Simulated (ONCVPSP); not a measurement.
# As (Z = 33), ONCV: configuration errors across variants

ONCVPSP 4.0.1 input, shortened (lines: element, Z, core and valence counts, functional; n l f; lmax; l rc ep ncon nbas qcut; lloc lpopt rc5 dvloc0; l nproj debl; icmod fcfact rcfact), LDA (Perdew-Wang 92), scalar-relativistic:

```
  As 33.00    6    2  -001012      upf
    1    0    2.00
    2    0    2.00
    2    1    6.00
    3    0    2.00
    3    1    6.00
    3    2   10.00
    4    0    2.00
    4    1    3.00
    1
    0    1.45    0.00    4    8    4.10
    1    1.55    0.00    4    9    4.50
    4    3    0.95    3.00
    0    2    1.00
    1    3    2.40
    2    0.25    1.10
```

All-electron excitation energies from the reference (eV): (1) 4s2 4p2 9.320; (2) 4s2 4p1 27.477; (3) 4s2 4p0 55.512; (4) 4s0 4p5 19.211.

A true bound ghost makes a file unfit for plane-wave use even where its test errors are small: the radial tests pick states by their node count and pass the ghost by.

Errors AE − PS in meV (a dash: test not solved or not reliable):

```csv
change,(1),(2),(3),(4),bound ghosts,GHOST(+) flags above zero
base,-2.4,-15,-55,-17,p,"s, p"
"core correction Teter function fitted to the true core (icmod 2), fcfact 0.12",-2.7,-16,-53,-8.5,p,"s, p"
"core correction Teter function fitted to the true core (icmod 2), fcfact 0.24",-2.5,-15,-56,-17,p,"s, p"
"core correction Teter function fitted to the true core (icmod 2), fcfact 0.4",-2.1,-13,-50,-21,p,"s, p"
"core correction Teter function fitted to the true core (icmod 2), fcfact 0.56",-1.8,-11,-43,-23,p,"s, p"
"core correction Teter function fitted to the true core (icmod 2), fcfact 0.66",-1.7,-10,-40,-24,p,"s, p"
"core correction Teter function fitted to the true core (icmod 2), fcfact 0.84",-1.5,-8.8,-33,-25,p,"s, p"
"core correction Teter function fitted to the true core (icmod 2), fcfact 1.1",-1.2,-6.9,-26,-26,p,"s, p"
"core correction Teter function fitted to the true core (icmod 2), fcfact 1.24",-1.2,-6.3,-24,-26,p,"s, p"
```

Give the same row for: core correction Teter function fitted to the true core (icmod 2), fcfact 0.98.

-1.3, -7.7, -29, -26; bound ghosts: p; GHOST(+) flags above zero: s, p.
